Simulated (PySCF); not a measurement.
# Pm⁴⁹⁺ (promethium, charge +49): Hartree-Fock from Schrödinger to Dirac-Coulomb-Breit

Occupied: 1s1/2, 2s1/2, 2p1/2, 2p3/2, 3s1/2. Hartree-Fock calculated with PySCF 2.14 in an even-tempered Gaussian basis (20 s from 5.6 bohr⁻², ratio 2.3; 16 p from 6.7 bohr⁻², ratio 2.3), Gaussian nucleus throughout. NR is non-relativistic, sf-X2C the spin-free one-electron X2C Hamiltonian, X2C adds the bare one-electron spin-orbit term, X2C-SNSO screens it by Boettger's factors, DC is four-component Dirac-Coulomb, and the Gaunt and Breit terms are added at first order (total energies over the DC spinors, levels after relaxing the spinors in that mean field). QED terms are absent. Levels marked empty are virtual spinors of this ion; the basis has s and p functions only, so 3d, which can lie below the n = 4 levels, is absent.

```tsv
Hamiltonian	E (hartree)	E − E(DC) (hartree)	CPU seconds
NR	-7232.0168	340.9716	0.74
sf-X2C	-7565.8985	7.0898	0.44
X2C	-7570.5380	2.4504	0.56
X2C-SNSO	-7570.2241	2.7642	0.56
DC	-7572.9883	0.0000	30
DC+Gaunt	-7565.1726	7.8157	52
DC+Breit	-7565.8642	7.1241	150
```

```json
{"level (eV)": "1s1/2", "NR": "-46487.4", "sf-X2C": "-48944.0", "X2C": "-48938.3", "X2C-SNSO": "-48938.7", "DC": "-48986.0", "DC+Gaunt": "-48859.1", "DC+Breit": "-48867.5"}
{"level (eV)": "2s1/2", "NR": "-10133.4", "sf-X2C": "-10817.6", "X2C": "-10816.2", "X2C-SNSO": "-10816.3", "DC": "-10822.4", "DC+Gaunt": "-10809.1", "DC+Breit": "-10810.1"}
{"level (eV)": "2p1/2", "NR": "-9809.1", "sf-X2C": "-10035.8", "X2C": "-10458.5", "X2C-SNSO": "-10443.0", "DC": "-10446.3", "DC+Gaunt": "-10423.2", "DC+Breit": "-10425.6"}
{"level (eV)": "2p3/2", "NR": "-9809.1", "sf-X2C": "-10035.8", "X2C": "-9854.3", "X2C-SNSO": "-9860.0", "DC": "-9864.4", "DC+Gaunt": "-9848.4", "DC+Breit": "-9850.8"}
{"level (eV)": "3s1/2", "NR": "-4163.7", "sf-X2C": "-4375.5", "X2C": "-4375.3", "X2C-SNSO": "-4375.3", "DC": "-4376.8", "DC+Gaunt": "-4373.3", "DC+Breit": "-4373.7"}
{"level (eV)": "3p1/2 (empty)", "NR": "-3976.4", "sf-X2C": "-4064.9", "X2C": "-4172.6", "X2C-SNSO": "-4168.7", "DC": "-4169.5", "DC+Gaunt": "-4163.7", "DC+Breit": "-4164.5"}
{"level (eV)": "3p3/2 (empty)", "NR": "-3976.4", "sf-X2C": "-4064.9", "X2C": "-4018.2", "X2C-SNSO": "-4019.7", "DC": "-4020.6", "DC+Gaunt": "-4016.6", "DC+Breit": "-4017.5"}
{"level (eV)": "4s1/2 (empty)", "NR": "-2217.1", "sf-X2C": "-2304.9", "X2C": "-2304.8", "X2C-SNSO": "-2304.8", "DC": "-2305.3", "DC+Gaunt": "-2304.0", "DC+Breit": "-2304.2"}
```

| interval (eV) | X2C | X2C-SNSO | DC | DC+Gaunt | DC+Breit |
| --- | --- | --- | --- | --- | --- |
| 2p3/2 − 2p1/2 | 604.3 | 583.1 | 581.9 | 574.9 | 574.9 |
| 3p3/2 − 3p1/2 | 154.4 | 149.0 | 148.9 | 147.1 | 147.1 |

Weight of the small component: 1s1/2 0.0514, 2s1/2 0.0117, 2p1/2 0.0116, 2p3/2 0.0109, 3s1/2 0.00449, 3p1/2 0.00439, 3p3/2 0.00421, 4s1/2 0.00229.

Koopmans' value for the highest occupied level at DC+Breit: 4373.7 eV, against an ionisation energy of 4371 ± 4 eV (theoretical estimate listed by NIST; NIST Atomic Spectra Database, ionization energies); the former lacks relaxation, correlation, QED and recoil.

The whole ladder took 240 s of wall time on 1 thread of Neoverse-N1 (shared host), launched as `OMP_NUM_THREADS=1 python relrun2.py TASK.json OUT` (a driver that calls PySCF for each Hamiltonian).
